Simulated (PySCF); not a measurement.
Field gradients at the hydrogen positions

C2H14N2SSi3.
Geometry (GFN2-xTB, Å), atoms numbered from 1 in this order:
```
atom  x, y, z in Å
C1    -2.0245   -1.6970   -0.5491
N2    -0.7790   -1.2211    0.0032
Si3    0.1033    0.1114   -0.6317
C4     1.4728    0.4443    0.6706
Si5    2.3801   -1.0298    1.4295
S6     2.7914   -2.5247   -0.0732
Si7   -1.2514    1.9366   -0.9973
N8    -1.5392    2.7254    0.5105
H9    -1.8741   -2.3821   -1.3910
H10   -2.6043   -0.8468   -0.9012
H11   -2.6001   -2.2173    0.2192
H12   -0.2449   -1.9848    0.3950
H13    0.8434   -0.2173   -1.8834
H14    1.0474    1.0142    1.4955
H15    2.2043    1.1043    0.2030
H16    3.6715   -0.6364    1.9955
H17    1.5916   -1.7672    2.4090
H18    3.0075   -1.6844   -1.0719
H19   -2.6055    1.6566   -1.4915
H20   -0.6599    2.8322   -2.0156
H21   -2.1731    3.5078    0.5396
H22   -0.7677    2.8955    1.1346
```

Level: PBE0/pcSseg-1 (PySCF, non-relativistic); Q(2H) = 0.00286 b; rigid geometry, the same for H and D, with no vibrational averaging.

Question: Rank these positions by the coupling χzz of a deuteron there, largest first.
A. H18 (S–H hydrogen)
B. H10 (methyl hydrogen)
C. H17 (Si–H hydrogen)
D. H22 (N–H hydrogen)
E. H15 (methylene hydrogen)
F. H9 (methyl hydrogen)

Answer: D (290 kHz), E (214 kHz), B (207 kHz), F (198 kHz), A (176 kHz), C (111 kHz).

What are Vzz, η and χzz (234.96 MHz × Q × Vzz) at all hydrogens?

```
atom  bonded to  bond length (Å)  Vzz (au)     η  χzz (kHz)
  H9         C1            1.096    0.2952  0.04        198
 H10         C1            1.088    0.3077  0.08        207
 H11         C1            1.092    0.3033  0.05        204
 H12         N2            1.011    0.4107  0.20        276
 H13        Si3            1.491    0.1440  0.02         97
 H14         C4            1.089    0.3241  0.03        218
 H15         C4            1.091    0.3191  0.01        214
 H16        Si5            1.464    0.1609  0.00        108
 H17        Si5            1.458    0.1658  0.02        111
 H18         S6            1.323    0.2614  0.13        176
 H19        Si7            1.468    0.1600  0.04        108
 H20        Si7            1.480    0.1504  0.02        101
 H21         N8            1.007    0.4295  0.17        289
 H22         N8            1.007    0.4314  0.17        290
```

Average by the element that carries the hydrogen.

on C: 208 kHz over 5 positions, mean bond length 1.091 Å; on N: 285 kHz over 3 positions, mean bond length 1.008 Å; on Si: 105 kHz over 5 positions, mean bond length 1.472 Å; on S: 176 kHz over 1 position, mean bond length 1.323 Å.

How does χzz go with the bond length over the 5 C–H bonds?

A straight-line fit has a slope of -17.5 kHz for each 0.01 Å, with a correlation coefficient of -0.68, over lengths from 1.088 to 1.096 Å.

One conformer (not necessarily the lowest) at the GFN2-xTB geometry, without solvent, vibrations or thermal averaging. GFN2-xTB frequencies show an imaginary mode (36i cm⁻¹), so this geometry is no minimum at that level. GFN2-xTB bond lengths can be off by several hundredths of an ångström, more for odd bonds, and the gradients follow them. These gradients aren't converged with respect to the basis.

These values come from a run that also computed NMR shieldings. On Arm Neoverse V2, one thread, shared host with 192 logical CPUs at a one-minute load of 411, this took 68 s of wall time and 1.1 GiB of memory at its peak.
